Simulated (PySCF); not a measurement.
Species: CH3ClOSi (triplet state).
Numbering: `[CH3:1][O:2][Si:3][Cl:4]` (hydrogens: H5, H6, H7 on C1)

Structure used (GFN2-xTB), in Å, numbered top down from 1:
```
atom  x, y, z in Å
C1    -0.959   -0.183    0.013
O2     0.053    0.770   -0.234
Si3    1.539    0.882    0.441
Cl4    3.059   -0.203   -0.445
H5    -1.317   -0.110    1.042
H6    -0.597   -1.196   -0.172
H7    -1.775    0.045   -0.672
```

The hyperfine couplings belong to this conformer and change with its torsions.

Level of theory: UKS B3LYP, pcH-1 on C Cl H O Si, non-relativistic, mean-field spin-orbit, GIAO in PySCF 2.14.0. One conformer (not necessarily the lowest) at the GFN2-xTB geometry, without solvent, vibrations or thermal averaging. This triplet need not be the ground state; the singlet was not compared here. The geometry wasn't refined by DFT: couplings that depend on bond lengths, twists or pyramidal angles can differ widely from those at the functional's own minimum, by a factor of two or more for some ions and for spin on atoms past the first row. The SCF solution wasn't tested for stability.

Principal values of hyperfine tensors in MHz (contact, dipolar and spin–orbit terms together), for some of the nuclei:

```json
{"atom": "Si3", "isotope": "29Si", "A1": "-856.08", "A2": "-757.20", "A3": "-690.17"}
{"atom": "O2", "isotope": "17O", "A1": "-70.56", "A2": "-36.85", "A3": "-28.69"}
{"atom": "C1", "isotope": "13C", "A1": "21.35", "A2": "21.50", "A3": "27.24"}
{"atom": "Cl4", "isotope": "35Cl", "A1": "-3.47", "A2": "19.32", "A3": "48.23"}
{"atom": "H5", "isotope": "1H", "A1": "-0.26", "A2": "1.04", "A3": "7.25"}
{"atom": "H6", "isotope": "1H", "A1": "-2.62", "A2": "-1.14", "A3": "4.09"}
```

Q: Give the isotropic coupling of each nucleus in MHz and in mT (g = 2.0021), and the anisotropic part.

A: a_iso is a third of the trace, T = A − a_iso, and a(mT) = a(MHz)/(g × 13.996). The tensors hold a spin–orbit part: the run splits a_iso into a_FC + a_SO, and T includes its anisotropic share.

| atom | a_iso (MHz) | a_FC | a_SO | a_iso (mT) | T1 | T2 | T3 |
| --- | --- | --- | --- | --- | --- | --- | --- |
| Si3 | -767.82 | -769.06 | 1.24 | -27.401 | -88.26 | 10.61 | 77.65 |
| O2 | -45.37 | -45.21 | -0.16 | -1.619 | -25.20 | 8.52 | 16.68 |
| C1 | 23.36 | 23.36 | 0.00 | 0.834 | -2.01 | -1.86 | 3.88 |
| Cl4 | 21.36 | 20.63 | 0.73 | 0.762 | -24.83 | -2.04 | 26.87 |
| H5 | 2.67 | 2.67 | 0.01 | 0.095 | -2.94 | -1.64 | 4.57 |
| H6 | 0.11 | 0.10 | 0.01 | 0.004 | -2.73 | -1.25 | 3.98 |

Q: What spin density at the nucleus of Cl4 lies behind its contact coupling (g_N = 0.54792)?

A: a_FC = (2μ0/3) gₑ μB g_N μN ρ(0)/(2S·h) = 800.24 MHz × g_N × ρ(0)/(2S), with ρ in bohr⁻³. With a_FC = 20.63 MHz and 2S = 2, ρ(0) = 0.09411 bohr⁻³.

Q: H7 (1H, g_N = 5.58569) isn't in the table. Its spin density at the nucleus is 0.002213 bohr⁻³. What is its contact coupling?

A: By the same relation, a_FC = 4.95 MHz. Its full tensor has the principal values 2.72, 3.65, 8.46 MHz.

Q: Which nucleus of the table has the largest anisotropic coupling, and what is its form?

A: Si3: -88.3, 10.6, 77.6 MHz (the dipolar term alone has -87.3, 10.8, 76.5), rhombic: the two smaller values differ by 76 % of the largest.
